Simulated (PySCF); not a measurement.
**C₆ coefficients of unlike pairs at TPSSh**

Calculated with PySCF 2.14 from the dipole response of each species, C₆(A,B) = (3/π) ∫ α_A(iu) α_B(iu) du, in atomic units, from isotropic polarisabilities. For ions this is the dispersion term alone; charge-induced terms of lower order in 1/R come first.

```
species           configuration                                                                                              basis      relativity  α (bohr³)  C₆ (like pair)
    B²⁺           [He] 2s1 (2S)                                                                         aug-cc-pwCVQZ (9s8p6d4f2g)            none      7.278           10.08
    V²⁺           [Ar] 3d3 (4F)                                                                          def2-QZVPPD (11s6p5d3f2g)            none      4.558           13.79
   Se²⁺  [Ar] 3d10 4s2 4p2 (3P)  aug-cc-pVQZ-PP with one added diffuse shell each of s, p, d, f, g type with ECP10MDF (8s7p6d4f3g)  core potential      9.419           43.89
```

Estimate C₆ for Se²⁺ with V²⁺.

The integral gives 23.92. The combination rule 2 C_A C_B / (C_A α_B/α_A + C_B α_A/α_B) gives 24.34 and the geometric mean 24.60.

No spin-orbit coupling is included.

The other pairs:

| pair | C₆ |
| --- | --- |
| Se²⁺, B²⁺ | 19.11 |
| V²⁺, B²⁺ | 9.763 |
